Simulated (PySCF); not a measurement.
N (SMILES [N+]), charge +1, triplet; CISD/def2-SV(P) run with PySCF.

Input for PySCF:
```python
from pyscf import gto, scf, ci

mol = gto.M(
    atom='''
N     0.000000    0.000000    0.000000
''',
    basis='def2-sv(p)',
    charge=1,
    spin=2,
    verbose=4,
)

mf = scf.UHF(mol)
mf.kernel()

myci = ci.CISD(mf)
myci.kernel()
print('E(CISD) = %.10f' % myci.e_tot)
```

Output, abridged:

```
PySCF version 2.14.0

[INPUT] verbose = 4
[INPUT] num. atoms = 1
[INPUT] num. electrons = 6
[INPUT] charge = 1
[INPUT] spin (= nelec alpha-beta = 2S) = 2
[INPUT] symmetry False subgroup None
[INPUT] Mole.unit = angstrom
[INPUT] Symbol           X                Y                Z      unit          X                Y                Z       unit  Magmom
[INPUT]  1 N      0.000000000000   0.000000000000   0.000000000000 AA    0.000000000000   0.000000000000   0.000000000000 Bohr   0.0

nuclear repulsion = 0
number of shells = 6
number of NR pGTOs = 24
number of NR cGTOs = 14
basis = def2-sv(p)
ecp = {}

******** <class 'pyscf.scf.uhf.UHF'> ********
method = UHF
initial guess = minao
damping factor = 0
level_shift factor = 0
DIIS = <class 'pyscf.scf.diis.CDIIS'>
diis_start_cycle = 1
diis_space = 8
diis_damp = 0
SCF conv_tol = 1e-09
SCF conv_tol_grad = None
SCF max_cycles = 50
direct_scf = True
direct_scf_tol = 1e-13
number electrons alpha = 4  beta = 2
Set gradient conv threshold to 3.16228e-05
init E= -53.7218194317585

cycle= 1 E= -53.6768371379397  delta_E= 0.045  |g|= 0.463  |ddm|= 0.845
cycle= 2 E= -53.8167035789682  delta_E= -0.14  |g|= 0.0703  |ddm|= 0.57
cycle= 3 E= -53.8202001090039  delta_E= -0.0035  |g|= 0.022  |ddm|= 0.0965
cycle= 4 E= -53.8206570179302  delta_E= -0.000457  |g|= 0.00257  |ddm|= 0.0487
cycle= 5 E= -53.8206632305191  delta_E= -6.21e-06  |g|= 0.000289  |ddm|= 0.00632
cycle= 6 E= -53.8206632806192  delta_E= -5.01e-08  |g|= 4.59e-06  |ddm|= 0.000521
cycle= 7 E= -53.8206632806325  delta_E= -1.33e-11  |g|= 4.57e-07  |ddm|= 8e-06
Extra cycle  E= -53.8206632806326  delta_E= -9.95e-14  |g|= 1.11e-07  |ddm|= 6.2e-07
converged SCF energy = -53.8206632806326  <S^2> = 2.0059047  2S+1 = 3.0039339

******** <class 'pyscf.ci.ucisd.UCISD'> ********
CISD nocc = (np.int64(4), np.int64(2)), nmo = (14, 14)
max_cycle = 50
direct = 0
conv_tol = 1e-09
max_cycle = 50
max_space = 12
lindep = 0
nroots = 1
Init t2, MP2 energy = -0.0558988431266049
UCISD converged
E(UCISD) = -53.89744008737523  E_corr = -0.07677680674267026
E(CISD) = -53.8974400874
```
